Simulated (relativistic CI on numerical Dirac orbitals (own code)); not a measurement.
# Ligand-field terms of d7

Computed with a parametric ligand-field model of a d^n configuration (Racah B and C, spin-orbit zeta, crystal field), exact diagonalisation.

Field parameters in Wybourne normalisation: Oh B⁴₀ = 21Dq, B⁴₄ = √(5/14) B⁴₀. The field is a parameter set, without covalency.

B = 330 cm⁻¹, C = 1650 cm⁻¹ (C/B = 5.00), Oh, no spin-orbit coupling. Tanabe-Sugano data, E/B above the lowest term (Δ = |10Dq|; b, c mark the second and third term of a kind):

| Δ/B | 4T1 | 4T2 | 4A2 | 4T1(b) | 2E | 2T1 | 2T2 | 2T1(b) |
| --- | --- | --- | --- | --- | --- | --- | --- | --- |
| 1.0 | 0.00 | 0.81 | 1.81 | 15.62 | 19.33 | 19.58 | 19.39 | 24.20 |
| 5.0 | 0.00 | 4.22 | 9.22 | 18.44 | 17.05 | 20.34 | 20.38 | 24.93 |
| 9.0 | 0.00 | 7.82 | 16.82 | 21.63 | 13.47 | 20.31 | 20.76 | 25.44 |
| 13.0 | 0.00 | 11.53 | 24.53 | 25.06 | 9.69 | 20.18 | 20.88 | 25.79 |
| 17.0 | 0.00 | 15.32 | 32.32 | 28.64 | 5.84 | 20.05 | 20.91 | 26.03 |
| 21.0 | 0.00 | 19.16 | 40.16 | 32.31 | 1.95 | 19.94 | 20.91 | 26.20 |
| 25.0 | 1.95 | 24.98 | 49.98 | 38.01 | 0.00 | 21.80 | 22.85 | 28.28 |
| 29.0 | 5.88 | 32.80 | 61.80 | 45.73 | 0.00 | 25.65 | 26.76 | 32.30 |
| 33.0 | 9.81 | 40.65 | 73.65 | 53.49 | 0.00 | 29.52 | 30.67 | 36.31 |
| 37.0 | 13.76 | 48.53 | 85.53 | 61.30 | 0.00 | 33.40 | 34.60 | 40.31 |
| 41.0 | 17.71 | 56.42 | 97.42 | 69.13 | 0.00 | 37.31 | 38.53 | 44.31 |
| 45.0 | 21.67 | 64.32 | 109.32 | 76.98 | 0.00 | 41.22 | 42.47 | 48.30 |

The ground term changes from 4T1 to 2E between Δ/B = 21.0 and 25.0.
